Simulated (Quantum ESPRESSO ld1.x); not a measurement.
Rh3+, 42 electrons, occupied as [Kr] 4d6. All-electron calculation, Dirac Kohn-Sham, relativistic LDA (MacDonald-Vosko exchange, VWN5 correlation), spin-unpolarised, spherical densities, point nucleus; open shells are shared between the two j in proportion to 2j + 1. Program: ld1.x of Quantum ESPRESSO 7.5.

Unscreened Slater integrals over Kohn-Sham orbitals (hartree). Large and small components are both included. Empty in this configuration: 4f5/2, 4f7/2, 5d3/2, 5d5/2, 5p3/2.

integral,value
"F0(4f7/2,4f7/2)",0.22341
"F2(4f7/2,4f7/2)",0.11155
"F4(4f7/2,4f7/2)",0.071476
"F6(4f7/2,4f7/2)",0.051917
"F0(4f7/2,4f5/2)",0.22346
"F2(4f7/2,4f5/2)",0.11156
"F4(4f7/2,4f5/2)",0.071480
"G2(4f7/2,4f5/2)",0.11155
"G4(4f7/2,4f5/2)",0.071475
"G6(4f7/2,4f5/2)",0.051915
"F0(4f7/2,5d5/2)",0.22458
"F2(4f7/2,5d5/2)",0.11406
"F4(4f7/2,5d5/2)",0.074484
"G1(4f7/2,5d5/2)",0.13036
"G3(4f7/2,5d5/2)",0.085564
"G5(4f7/2,5d5/2)",0.061497
"F0(4f7/2,5d3/2)",0.22523
"F2(4f7/2,5d3/2)",0.11448
"G3(4f7/2,5d3/2)",0.085990
"G5(4f7/2,5d3/2)",0.061765
"F0(4f7/2,5p3/2)",0.25821
"F2(4f7/2,5p3/2)",0.12514
"G2(4f7/2,5p3/2)",0.10903
"G4(4f7/2,5p3/2)",0.074154
"F0(4f5/2,4f5/2)",0.22351
"F2(4f5/2,4f5/2)",0.11157
"F4(4f5/2,4f5/2)",0.071484
"F0(4f5/2,5d5/2)",0.22463
"F2(4f5/2,5d5/2)",0.11406
"F4(4f5/2,5d5/2)",0.074481
"G1(4f5/2,5d5/2)",0.13033
"G3(4f5/2,5d5/2)",0.085552
"G5(4f5/2,5d5/2)",0.061489
"F0(4f5/2,5d3/2)",0.22528
"F2(4f5/2,5d3/2)",0.11448
"G1(4f5/2,5d3/2)",0.13121
"G3(4f5/2,5d3/2)",0.085985
"F0(4f5/2,5p3/2)",0.25830
"F2(4f5/2,5p3/2)",0.12519
"G2(4f5/2,5p3/2)",0.10907
"G4(4f5/2,5p3/2)",0.074186
"F0(5d5/2,5d5/2)",0.22724
"F2(5d5/2,5d5/2)",0.12096
"F4(5d5/2,5d5/2)",0.082125
"F0(5d5/2,5d3/2)",0.22787
"F2(5d5/2,5d3/2)",0.12131
"G2(5d5/2,5d3/2)",0.12130
"G4(5d5/2,5d3/2)",0.082347
"F0(5d5/2,5p3/2)",0.25819
"F2(5d5/2,5p3/2)",0.12309
"G1(5d5/2,5p3/2)",0.13027
"G3(5d5/2,5p3/2)",0.082878
"F0(5d3/2,5d3/2)",0.22850
"F2(5d3/2,5d3/2)",0.12168
"F0(5d3/2,5p3/2)",0.25924
"F2(5d3/2,5p3/2)",0.12418
"G1(5d3/2,5p3/2)",0.13278
"G3(5d3/2,5p3/2)",0.084353
"F0(5p3/2,5p3/2)",0.31648
"F2(5p3/2,5p3/2)",0.17241
